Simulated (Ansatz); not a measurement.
BClGeH$_{5}$NO (`NB(Cl)[O][GeH3]`) from Hartree–Fock to CCSD(T)

```csv
atom,x (Å),y (Å),z (Å)
N1,-0.481,-0.361,-1.556
B2,-0.272,0.842,-0.867
Cl3,-0.496,2.359,-1.783
O4,0.083,0.956,0.432
Ge5,0.505,-0.300,1.623
H6,-0.420,-1.267,-1.128
H7,-0.754,-0.374,-2.522
H8,0.065,0.259,2.977
H9,2.022,-0.518,1.549
H10,-0.252,-1.596,1.275
```

Charge 0, multiplicity 1. Correlated methods include outer-core shells of Ge, which these sets cover unevenly. Scalar relativity is left out up to krypton. The geometry is a stationary point of PBE0-D4/def2-TZVP. It is one conformer, not always the lowest. Frozen core, restricted reference, the Gaussian-basis code of Ansatz.

| basis | HF (Eh) | MP2 corr. |
| --- | --- | --- |
| def2-SVP | -2691.41258 | -0.79877 |
| def2-TZVPP | -2692.02187 | -0.99123 |
| def2-QZVPP | -2692.08478 | -1.31495 |

Estimate the CCSD correlation energy and the (T) correction in each basis where they were run (hartree).


```
     basis  CCSD corr.       (T)
  def2-SVP    -0.83480  -0.02169
def2-TZVPP    -1.02712  -0.03982
```
